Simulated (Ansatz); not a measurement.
Consider the ligand exchange at the Si–F bond: `O[SiH](O)[SiH2]F` + HCl → `O[SiH](O)[SiH2]Cl` + H–F.

Calculated with Ansatz (gas phase, PBE0-D4/def2-TZVP geometries, no zero-point term in ΔE). CCSD(T)/CBS adds triple-zeta CCSD(T) − MP2 to the extrapolated MP2 energy (def2 sets, frozen cores). This one scheme is used for every species. DFT in def2-TZVPP. B3LYP here is the variant with VWN-RPA as its local correlation; programs differ in this. One conformer a species, not always the lowest.

```json
{"level": "PBE0-D4", "ΔE (kcal/mol)": "4.0", "difference from CCSD(T)/CBS": "-1.4"}
{"level": "ωB97M-V", "ΔE (kcal/mol)": "6.0", "difference from CCSD(T)/CBS": "0.6"}
{"level": "PBE", "ΔE (kcal/mol)": "5.3", "difference from CCSD(T)/CBS": "-0.1"}
{"level": "PBE0", "ΔE (kcal/mol)": "5.0", "difference from CCSD(T)/CBS": "-0.4"}
{"level": "B3LYP", "ΔE (kcal/mol)": "8.3", "difference from CCSD(T)/CBS": "2.9"}
{"level": "CCSD(T)/def2-TZVPP", "ΔE (kcal/mol)": "6.4", "difference from CCSD(T)/CBS": "1.0"}
{"level": "HF/def2-QZVPP", "ΔE (kcal/mol)": "9.9", "difference from CCSD(T)/CBS": "4.5"}
{"level": "SCS-MP2/def2-QZVPP", "ΔE (kcal/mol)": "6.4", "difference from CCSD(T)/CBS": "1.0"}
{"level": "MP2/CBS(def2)", "ΔE (kcal/mol)": "4.1", "difference from CCSD(T)/CBS": "-1.3"}
{"level": "CCSD/CBS(def2)", "ΔE (kcal/mol)": "6.0", "difference from CCSD(T)/CBS": "0.6"}
{"level": "CCSD(T)/CBS", "ΔE (kcal/mol)": "5.4", "difference from CCSD(T)/CBS": "0"}
```

Largest T1 diagnostic among the species: 0.012.

In def2-TZVPP, CCSD(T) changes the Hartree–Fock value by −3.1 kcal/mol (the triples alone add −0.7 kcal/mol) and MP2 by −4.4 kcal/mol. The D4 term adds −1.8 kcal/mol with B3LYP and −0.9 kcal/mol with PBE0; it sums over pairs of atoms, weighted by their polarisabilities, and B3LYP, whose exchange is more repulsive, gets the larger term.

CCSD(T)/CBS has its own doubt, a few kJ/mol and more with outer-core shells, so smaller differences from it don't rank the levels.
